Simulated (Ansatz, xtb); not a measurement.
# Relative energy of two isomers of Ge2H8SSi

Structure I: `[SiH3][Ge@@H]([SH])[GeH3]`, a singlet. Structure II: `[SH][GeH2][SiH2][GeH3]`, a singlet. Both are isolated molecules in the gas phase, relaxed with B3LYP/def2-SVP; the shapes shown needn't be the lowest conformers.

I (Å):

```xyz
12

Ge   -1.2015    0.4947    0.9112
Ge   -2.1994   -1.0526    2.5365
S    -2.7019    0.9013   -0.7501
Si    0.8682   -0.2501   -0.0674
H     1.8763   -0.5459    0.9944
H     0.6096   -1.4969   -0.8460
H     1.4050    0.7982   -0.9819
H    -1.0299    1.8906    1.5557
H    -2.7302   -0.3777   -1.1931
H    -1.2117   -1.3704    3.6819
H    -3.4817   -0.4377    3.1333
H    -2.5652   -2.3740    1.8263
```

II (Å):

```yaml
atoms:
  - { symbol: Ge, position_ang: [-2.7164, -0.8670, 0.1633] }
  - { symbol: Ge, position_ang: [0.9666, -0.0555, 1.4189] }
  - { symbol: S, position_ang: [-3.1489, -1.9333, 2.1125] }
  - { symbol: Si, position_ang: [-1.0579, 0.8456, 0.4927] }
  - { symbol: H, position_ang: [-1.8921, -2.4114, 2.2684] }
  - { symbol: H, position_ang: [-2.2857, -1.8920, -0.9132] }
  - { symbol: H, position_ang: [-4.0865, -0.2762, -0.2318] }
  - { symbol: H, position_ang: [-0.7535, 1.5041, -0.8154] }
  - { symbol: H, position_ang: [-1.6189, 1.8731, 1.4196] }
  - { symbol: H, position_ang: [0.6769, -0.7609, 2.7614] }
  - { symbol: H, position_ang: [1.5837, -1.0914, 0.4539] }
  - { symbol: H, position_ang: [2.0032, 1.0605, 1.6672] }
```

Quicker runs give these differences E(II) − E(I): GFN2-xTB +6.5 kcal/mol; HF/STO-3G +1.8 kcal/mol (at GFN2-xTB geometries); r2SCAN-D4/def2-SVP +3.7 kcal/mol (at GFN2-xTB geometries).

Question: Estimate E(II) − E(I) at the level CCSD(T)/def2-SVP + ΔMP2/def2-TZVPP.

Answer: Calculated at CCSD(T)/def2-SVP + ΔMP2/def2-TZVPP: E(II) − E(I) = +3.8 kcal/mol, so structure I lies lower.

Level by level:

| level | geometry | E(II) − E(I) (kcal/mol) | departure from the last row (kcal/mol) | job, with rough time for the two |
| --- | --- | --- | --- | --- |
| GFN2-xTB | GFN2-xTB | +6.5 | +2.6 | optimisation, 0.51 s |
| HF/STO-3G | GFN2-xTB | +1.8 | −2.0 | single point, 1.4 s |
| r2SCAN-D4/def2-SVP | GFN2-xTB | +3.7 | −0.1 | single point, 7.5 s |
| B3LYP/def2-SVP | B3LYP/def2-SVP | +3.7 | −0.1 | optimisation, 1.9 min |
| HF/def2-SVP | B3LYP/def2-SVP | +3.4 | −0.5 | part of the CCSD(T) run |
| MP2/def2-SVP | B3LYP/def2-SVP | +3.6 | −0.2 | part of the CCSD(T) run |
| CCSD(T)/def2-SVP | B3LYP/def2-SVP | +3.2 | −0.6 | single point |
| CCSD(T)/def2-SVP + ΔMP2/def2-TZVPP | B3LYP/def2-SVP | +3.8 |  | single point, 90 s |

As drawn, II has 1 Ge–Si, 1 Ge–H in place of 1 Ge–Ge, 1 Si–H.

The levels shown agree on the order. The largest departure from CCSD(T)/def2-SVP + ΔMP2/def2-TZVPP is that of GFN2-xTB, 2.6 kcal/mol. A small imaginary or near-zero mode remains, so no thermal terms are given. The last row adds to CCSD(T) the change of the MP2 difference between the two basis sets, here +0.6 kcal/mol.

The correlated steps freeze 28 core orbitals; the filled d shell of Ge is correlated, in a basis made for valence electrons. Programs: Ansatz 0.2.0, xtb 6.7.1; the last row on 2 threads of Intel(R) Xeon(R) Platinum 8259CL CPU @ 2.50GHz (Skylake/Cascade Lake) on a shared host.
